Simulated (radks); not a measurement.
Values are calculated unless marked as measured or tabulated.
Species: Ta. Configuration: [Xe] 4f14 5d3 6s2 (the NIST ground configuration).

Level of theory: Dirac Kohn-Sham, LDA (Slater exchange, Perdew-Wang correlation), spin-unpolarised, spherical densities, finite nucleus; open shells fill j = l - 1/2 first; Fermi nuclear charge, rms radius 5.3507 fm (a radial shooting solver on a logarithmic mesh with Libxc functionals).

Energy parts (eV):
total: -424889.48
kinetic: 476636.67
electron-nucleus: -1059787.26
Hartree: 166642.23
exchange-correlation: -8381.13

Orbitals (lengths in bohr, moments of r in powers of bohr; r(max) is where P^2 peaks):
\begin{tabular}{lrrrrrrr}
orbital & occ. & eigenvalue (eV) & r(max) & <r> & <1/r> & <r^4> & small-component weight \\ \hline
1s1/2 & 2 & -67196.51 & 0.01169 & 0.01868 & 85.33 & 6.224e-07 & 7.55e-02 \\
2s1/2 & 2 & -11539.05 & 0.06710 & 0.07840 & 20.73 & 0.00009361 & 1.71e-02 \\
2p1/2 & 2 & -11033.97 & 0.04993 & 0.06489 & 20.71 & 0.00005646 & 1.71e-02 \\
2p3/2 & 4 & -9765.250 & 0.05667 & 0.07273 & 17.49 & 0.00008130 & 1.55e-02 \\
3s1/2 & 2 & -2642.407 & 0.1891 & 0.2045 & 7.604 & 0.003477 & 5.59e-03 \\
3p1/2 & 2 & -2416.831 & 0.1771 & 0.1944 & 7.525 & 0.003073 & 5.55e-03 \\
3p3/2 & 4 & -2143.780 & 0.1910 & 0.2090 & 6.694 & 0.004027 & 5.08e-03 \\
3d3/2 & 4 & -1760.539 & 0.1496 & 0.1830 & 6.590 & 0.002746 & 4.97e-03 \\
3d5/2 & 6 & -1701.007 & 0.1535 & 0.1875 & 6.392 & 0.002983 & 4.84e-03 \\
4s1/2 & 2 & -537.6670 & 0.4295 & 0.4590 & 3.196 & 0.08255 & 1.84e-03 \\
4p1/2 & 2 & -444.5984 & 0.4294 & 0.4645 & 3.087 & 0.09055 & 1.75e-03 \\
4p3/2 & 4 & -381.4904 & 0.4589 & 0.4979 & 2.795 & 0.1192 & 1.57e-03 \\
4d3/2 & 4 & -228.0282 & 0.4563 & 0.5167 & 2.579 & 0.1559 & 1.38e-03 \\
4d5/2 & 6 & -216.4328 & 0.4657 & 0.5282 & 2.509 & 0.1702 & 1.33e-03 \\
4f5/2 & 6 & -25.5423 & 0.4378 & 0.6342 & 2.019 & 0.6640 & 9.13e-04 \\
4f7/2 & 8 & -23.5571 & 0.4430 & 0.6452 & 1.988 & 0.7249 & 8.92e-04 \\
5s1/2 & 2 & -72.5976 & 0.9888 & 1.101 & 1.224 & 2.766 & 4.00e-04 \\
5p1/2 & 2 & -45.5482 & 1.064 & 1.221 & 1.091 & 4.462 & 3.25e-04 \\
5p3/2 & 4 & -36.7337 & 1.151 & 1.330 & 0.9871 & 6.367 & 2.76e-04 \\
5d3/2 & 3 & -3.9375 & 1.564 & 2.209 & 0.6067 & 80.67 & 1.06e-04 \\
5d5/2 & 0 & -3.3590 & 1.621 & 2.323 & 0.5780 & 101.8 & 9.67e-05 \\
6s1/2 & 2 & -5.5193 & 2.762 & 3.298 & 0.3844 & 249.1 & 4.41e-05 \\
6p1/2 & 0 & -1.7727 & 3.625 & 4.535 & 0.2785 & 1017 & 2.20e-05 \\
6p3/2 & 0 & -1.3208 & 4.022 & 5.035 & 0.2499 & 1567 & 1.78e-05 \\
7s1/2 & 0 & -0.0563 & 9.606 & 14.95 & 0.09253 & 232800 & 2.75e-06 \\
\end{tabular}

The highest occupied level is 5d3/2 at -3.937 eV. The density falls to 0.001 e/bohr^3 at r = 4.88 bohr. Summed over all electrons, <r^2> = 70.55 bohr^2, which gives a Langevin (diamagnetic) susceptibility term of -55.9 x 10^-6 cm^3/mol. The electron density at the nucleus is 1.307e+06 e/bohr^3.
